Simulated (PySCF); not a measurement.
**How methods differ on the ionisation energy of Sr(7+)**

Sr(7+) [Ar] 3d10 4s2 4p1 (2P) → Sr(8+) [Ar] 3d10 4s2 (1S), as a difference of total energies. Computed with PySCF 2.14 in an even-tempered Gaussian basis (22 s from 0.11 bohr⁻², ratio 2.5; 15 p from 0.14 bohr⁻², ratio 2.5; 10 d from 0.24 bohr⁻², ratio 2.5; 6 f from 1.7 bohr⁻², ratio 2.7; 5 g from 2.5 bohr⁻², ratio 2.7), with the spin-free X2C one-electron Hamiltonian (Gaussian nucleus). The calculations carry no spin-orbit coupling.

```json
{"method": "UHF", "ionisation energy (eV)": "119.79"}
{"method": "r2SCAN0", "ionisation energy (eV)": "120.91"}
{"method": "M06", "ionisation energy (eV)": "120.70"}
```

The reference lies between the lowest fine-structure levels, while these numbers refer to the centres of the terms.

For comparison: 121.21 ± 0.06 eV (semi-empirical (NIST evaluation); NIST Atomic Spectra Database, ionization energies).
